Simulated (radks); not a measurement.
These are the eigenvalues of the occupied orbitals of an atom or ion with whole-number occupations (eV). Method: Dirac Kohn-Sham, B86b exchange with PBE correlation, spin-unpolarised, spherical densities, point nucleus; computed with a radial shooting solver on a logarithmic mesh with Libxc functionals.

orbital  eigenvalue
1s1/2     -73242.64
2s1/2     -14076.38
2p1/2     -13541.24
2p3/2     -12100.36
3s1/2     -4495.175
3p1/2     -4260.956
3p3/2     -3939.624
3d3/2     -3554.037
3d5/2     -3483.767
4s1/2     -2032.252
4p1/2     -1931.810
4p3/2     -1831.963
4d3/2     -1670.897

Which element is it, and in what charge state? The configuration may be excited. Open shells, if any, fill j = l - 1/2 first.

Answer. Z = 75, rhenium, charge +38: Re38+ in [Kr] 4d1. The list shows which subshells hold electrons but not how many an open one holds; the 1s level, -2691.6 hartree, gives Z - s = 73.4 by -(Z - s)^2/2, which with screening and relativity narrows Z to a few neighbours, and the depths of the outer levels then fix element, charge and occupations together.
